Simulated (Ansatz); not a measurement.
Saddle point of BNH$_{3}$ClF$_{2}$, singlet (BClF₂ ([F][B]([F])[Cl]) + NH₃ → BNH₂F₂ ([NH2][B]([F])[F]) + HCl; bonds formed: Cl2–H5; dative contacts that become bonds: B1–N6; bonds broken: B1–Cl2, H5–N6), PBE0-D4/def2-TZVP structure:

B1  (-0.412, 0.649, -0.306)
Cl2  (1.257, -0.740, -1.635)
F3  (-1.540, 0.444, -0.946)
F4  (0.153, 1.834, -0.274)
H5  (0.749, -0.850, -0.128)
N6  (-0.001, -0.355, 0.735)
H7  (-0.723, -1.000, 1.031)
H8  (0.516, 0.018, 1.523)
(Å)

Energies are electronic, without zero-point energy. Barriers and step energies count from the start structure reached by relaxing down the imaginary mode; all methods use the PBE0-D4 structures, on which another method's saddle can fall below an end. Ansatz 0.2.0; basis: def2-TZVPP, with def2-QZVPP for the basis limit; cores frozen in the correlated methods. B3LYP uses VWN-RPA correlation. Extrapolation: Hartree–Fock as exp(−7.88 √X), correlation as X^−2.97.

| method | barrier (kJ/mol) | step energy (kJ/mol) |
| --- | --- | --- |
| SPW92 | ? | 65.0 |
| PBE-D4 | 98.1 | 47.3 |
| BLYP-D4 | 95.7 | 31.6 |
| r2SCAN-D4 | ? | 53.5 |
| B97M-V | 116.3 | 47.1 |
| PBE0-D4 | 111.6 | 53.4 |
| B3LYP-D4 | ? | 38.0 |
| r2SCAN0-D4 | 115.4 | 56.8 |
| BHLYP-D4 | 122.1 | 44.5 |
| CAM-B3LYP-D4 | 114.7 | 43.2 |
| wB97X-V | 122.8 | 54.4 |
| wB97M-V | 118.6 | 52.2 |
| B2PLYP | 114.6 | 41.6 |
| PBE-QIDH | 122.8 | 57.9 |
| RPA on PBE | 126.1 | 48.1 |
| HF | 136.9 | 31.3 |
| MP2 | 122.8 | 53.8 |
| CCSD | 129.7 | 47.5 |
| CCSD(T) | 125.4 | 50.1 |

Task: Fill in the withheld barriers. (To be estimated.)

Result: Computed: B3LYP-D4 107.1; SPW92 92.9; r2SCAN-D4 106.1 kJ/mol. Each is the energy of the saddle less that of the start structure, by the same method.

For comparison, the barrier by CCSD(T) at an estimated basis limit (MP2 extrapolated from triple and quadruple zeta, plus CCSD(T) − MP2 in triple zeta) is 123.0 kJ/mol.

The T1 diagnostic stays at or below 0.012.

The step is the kind of exchange with an N–H group that builds nitride films in atomic layer and chemical vapour deposition.

Labels in which every atom is bracketed show which atoms are joined, not bond orders.

For scale, one of the runs: CCSD(T)/def2-TZVPP, 208 basis functions, launched by `ansatz run in.yaml --threads 4 --pin off --events-out ev --progress --plain --max-ram 9574MiB`. Time: 67 s of wall clock on 4 CPU threads of an Arm Neoverse V2; the host was shared. Peak host memory: 3 GiB.
